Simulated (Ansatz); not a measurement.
Reaction (cleavage of the Sb–Ge bond): `[GeH3][SbH2]` + `N[SiH3]` → `[SiH3][NH][SbH2]` + GeH₄

Isolated molecules relaxed with PBE0-D4/def2-TZVP in Ansatz; ΔE leaves out vibrations. CCSD(T)/CBS is the MP2 limit (def2-TZVPP, def2-QZVPP) plus CCSD(T) − MP2 in def2-TZVPP, frozen cores. This one scheme is used for every species. DFT in def2-TZVPP. B3LYP here is the variant with VWN-RPA as its local correlation; programs differ in this. HSE06 is defined as in plane-wave codes. Elements past krypton have def2 core potentials. For Ge, Sb outer-core shells are correlated without core-valence functions, which leaves a few kJ/mol of doubt a bond. Scalar relativity is left out up to krypton.

(1) Is it downhill or uphill in electronic energy at CCSD(T)/CBS, and by how much? (Estimate.)

(2) What do these levels give: PBE-D4, BLYP-D4, B97M-V, B3LYP-D4, HSE06-D4, BHLYP? (Best estimate.)

Largest T1 diagnostic among the species: 0.013.

Answers

(1) Computed: Uphill: ΔE = +58.7 kJ/mol.

(2) Computed: PBE-D4 66.2, BLYP-D4 56.6, B97M-V 46.8, B3LYP-D4 59.6, HSE06-D4 68.8, BHLYP 63.5 kJ/mol.

Leaving LDA and LC-ωPBE aside and taking each functional with its dispersion term where it has one, the values spread over 22.0 kJ/mol, from B97M-V to HSE06-D4. From r2SCAN to r2SCAN0 (25 % exact exchange), in def2-TZVPP and without D4, ΔE moves by +4.1 kJ/mol.
